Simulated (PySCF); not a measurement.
**[Lu(P5)2]+ at several levels of theory**

Computed with PySCF 2.14.0 (density fitting, no spin-orbit coupling) at the geometry relaxed with BP86:

```xyz
11
[Lu(P5)2]+ (singlet in the valence; each metal's 4f electrons, 14 of them, lie in its core potential, out of spins and levels)
Lu    0.4540    0.0017    0.0000
P    -0.1829    1.8355    2.2623
P    -1.8718    0.5441    1.8902
P    -1.1908   -1.5059    2.0311
P     0.9194   -1.4772    2.4915
P     1.5503    0.5921    2.6290
P    -0.1825   -1.8368   -2.2591
P    -1.8717   -0.5451   -1.8892
P    -1.1912    1.5048   -2.0337
P     0.9191    1.4757   -2.4941
P     1.5504   -0.5937   -2.6280
```

```csv
level,basis,state,HOMO (eV),gap (eV),charge on Lu1 (e),population of f-type functions on Lu1 (polarisation alone where 4f lies in the core),dipole about the centre of mass (D),largest force component (eV/Å)
BP86,"Lu lcecp-1-SVP with ECP60, P def2-SVP",singlet,-10.26,1.33,0.51,0.02,0.59,0.03
wB97X,the same,singlet,-13.33,6.81,0.57,0.03,0.59,1.00
r2SCAN,the same,singlet,-10.50,1.53,0.94,0.02,0.70,0.36
HF,the same,singlet,-13.26,7.77,1.06,0.03,0.61,0.84
BP86,"Lu lcecp-1-TZVP with ECP60, P def2-TZVP",singlet,-10.03,1.30,0.90,0.03,0.56,0.33
```

In the lcecp rows the 4f levels are missing from HOMO and gap, and the state counts the valence alone.

Charges are Mulliken's, which hang on the basis. The relaxation used the grid (50, 194), these runs (75, 302) or, all-electron (x2c bases, spin-free X2C Hamiltonian), (99, 590).

Q: What does BLYP with Lu lcecp-1-SVP with ECP60, P def2-SVP give here?

A: state singlet, HOMO (eV) -9.87, gap (eV) 1.33, charge on Lu1 (e) 0.40, population of f-type functions on Lu1 (polarisation alone where 4f lies in the core) 0.02, dipole about the centre of mass (D) 0.52, largest force component (eV/Å) 0.30. Time: 19 s on 4 threads of Arm Neoverse V1 (shared host), from an already converged density.

In the first row's basis the gap widens with exact exchange: 1.3 to 1.5 eV for BLYP, BP86, r2SCAN (none); 6.8 to 7.8 eV for wB97X, Hartree–Fock (rising or full at long range).

No frequency check is given that shows the relaxed geometry to be a minimum, and it was reached by following one of several unstable modes of a saddle point. An lcecp potential fixes the number of 4f electrons, so in runs with it no electron can move into or out of that shell.
